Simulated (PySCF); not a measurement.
# Diatomic cations of Rb with group 15

PBE0 with double-zeta basis sets in PySCF, for the lowest determinant that a PBE0 search found; no spin–orbit coupling. De refers to high-spin ground-configuration atoms (the charge goes to the atom of lower measured ionisation energy or higher electron affinity, which is not always the lowest computed limit). A positive dipole points towards Rb; it is taken about the centre of mass and depends on that origin.

```csv
M,basis,charged atom,state (unpaired electrons),Re (Å),ωe (cm⁻¹),De (eV),μ (D)
P,def2-SVP,Rb+,"quartet (σ ↑, π ↑↑)",3.743,65.1,0.15,3.70
As,def2-SVP,Rb+,"quartet (σ ↑, π ↑↑)",3.841,46.9,0.14,7.36
Sb,def2-SVP,Rb+,"quartet (σ ↑, π ↑↑)",4.044,39.2,0.13,9.79
Bi,def2-SVP,Rb+,"quartet (σ ↑, π ↑↑)",4.109,35.4,n/a,12.20
```

The shortest bond is that of RbP⁺ (3.743 Å), the longest that of RbBi⁺ (4.109 Å).

Down a group the atoms grow and get heavier, so bonds lengthen and wavenumbers fall; this series shows no clear exception.

Weak bonds: RbAs⁺, RbP⁺, RbSb⁺. Basis-set superposition, not corrected here, can be much of De in a small basis, most of all at correlated wavefunction levels. Spin–orbit coupling is left out, which matters for elements this heavy, above all for dissociation energies. For an ion De counts to the pair picked by the measured ionisation energies or electron affinities, which need not be the lowest pair at this level. States were picked by a PBE0 search and need not be the measured ground states.
